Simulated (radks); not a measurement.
The numbers below are computed, except where a source is named.
Ionisation of C3+, [He] 2s1, to C4+, [He], under several functionals. Non-relativistic Kohn-Sham, spin-polarised, spherical densities, point nucleus; open shells are filled with parallel spins first; a radial shooting solver on a logarithmic mesh with Libxc functionals.

functional,E(C3+) (hartree),Exc (hartree),IE (eV),-e(HOMO) (eV),<r> HOMO (bohr),IE error (eV)
OLYP,-34.79052,-4.01542,65.138,57.672,1.271,+0.645
BP86,-34.77359,-3.99574,64.654,57.679,1.272,+0.161
exchange-only B88,-34.71218,-3.93190,64.568,57.320,1.273,+0.074
exchange-only LDA,-34.20107,-3.39365,63.539,56.414,1.282,-0.955
"LDA (Slater exchange, Perdew-Wang correlation)",-34.40379,-3.60060,64.362,57.257,1.277,-0.131
BLYP,-34.78354,-4.00478,65.142,57.579,1.269,+0.648
exchange-only PBE,-34.67369,-3.89054,64.663,57.262,1.275,+0.170

NIST Atomic Spectra Database: 64.494 eV (measured). Closest: exchange-only B88. The Delta-SCF values span 1.60 eV, the total energies 0.59 hartree. The highest occupied level is 2s.
